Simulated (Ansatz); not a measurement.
Species: SF₃ (charge 0, doublet). It need not be the lowest isomer of its formula. SMILES: F[S](F)F
Structure (B3LYP-D3(BJ)/def2-TZVP (Ansatz, an electronic-structure program) minimum search):
```xyz
4

F      1.5987    -0.5623    -0.0115
S      0.1621     0.2878     0.1532
F     -1.2777     1.1083    -0.1069
F     -0.6091    -1.0576    -0.1540
```
Charge 0, spin multiplicity 2.

Computed values are from Ansatz. Correlated levels leave the core frozen unless marked. UHF or UKS for open shells. No spin-orbit coupling. Non-relativistic. CBS(X,Y): correlation extrapolated as X^-3; Hartree-Fock from the larger set. The bracket is a focal-point correction in the basis named.

Q: What is the vertical electron affinity (to the singlet; negative means unbound) at RI-MP2/CBS(aug-cc-pV(T+d)Z,aug-cc-pV(Q+d)Z)+[CCSD(T)-MP2]/aug-cc-pV(D+d)Z?

A: 2.50 eV.

Q: What is the total energy at RI-MP2/CBS(cc-pV(T+d)Z,cc-pV(Q+d)Z)+[CCSD(T)-MP2]/cc-pV(T+d)Z?

A: -697.0432 Eh.

Q: What is the dipole moment at CCSD(T)/aug-cc-pV(D+d)Z?

A: 0.72 D.

Q: What is the atomisation energy De at RI-MP2/CBS(cc-pV(T+d)Z,cc-pV(Q+d)Z)+[CCSD(T)-MP2]/cc-pV(T+d)Z?

A: 231.7 kcal/mol.

Q: What is the T1 diagnostic at CCSD/cc-pwCVTZ?

A: 0.021.
